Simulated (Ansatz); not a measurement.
The same molecule with X = B, Al, Ga, In. Ansatz, PBE0-D4/def2-TZVP geometries, multiplicity 1. Each molecule was computed in one conformer, which needn't be the lowest.

Elements past krypton have def2 core potentials. Scalar relativity is left out up to krypton.

| X | molecule | mean X–Br bond length / Å | mean X–H bond length / Å | mean X–N bond length / Å | zero-point energy (PBE0-D4/def2-TZVP) / kJ/mol | LUMO energy (PBE/def2-TZVPP) / eV | HOMO energy (PBE0/def2-TZVPP) / eV |
| --- | --- | --- | --- | --- | --- | --- | --- |
| B | `NBBr` | 1.931 | 1.190 | 1.380 | 107.5 | -0.96 | -8.03 |
| Al | `[NH2][AlH][Br]` | 2.258 | 1.571 | 1.756 | 88.7 | -1.35 | -7.80 |
| Ga | `[NH2][GaH][Br]` | 2.293 | 1.547 | 1.800 | 87.1 | -1.56 | -7.69 |

Problem. Give the row for X = In, `[NH2][InH][Br]`. (Best estimate.)

Solution. Ansatz gave: 
```tsv
X	molecule	mean X–Br bond length / Å	mean X–H bond length / Å	mean X–N bond length / Å	zero-point energy (PBE0-D4/def2-TZVP) / kJ/mol	LUMO energy (PBE/def2-TZVPP) / eV	HOMO energy (PBE0/def2-TZVPP) / eV
In	`[NH2][InH][Br]`	2.479	1.695	1.996	83.3	-1.98	-7.46
```

From B to In the mean X–Br bond length rises at each step, by 0.548 Å in all; the mean X–H bond length isn't monotonic: highest at In, lowest at B; the mean X–N bond length rises at each step, by 0.616 Å in all; the zero-point energy (PBE0-D4/def2-TZVP) falls at each step, by 24.2 kJ/mol in all; the LUMO energy (PBE/def2-TZVPP) falls at each step, by 1.02 eV in all; the HOMO energy (PBE0/def2-TZVPP) rises at each step, by 0.57 eV in all. Bonds lengthen as the atom grows down the group.

Spin–orbit coupling is left out; it splits and shifts lone-pair levels of the heavy atoms by tenths of an eV.
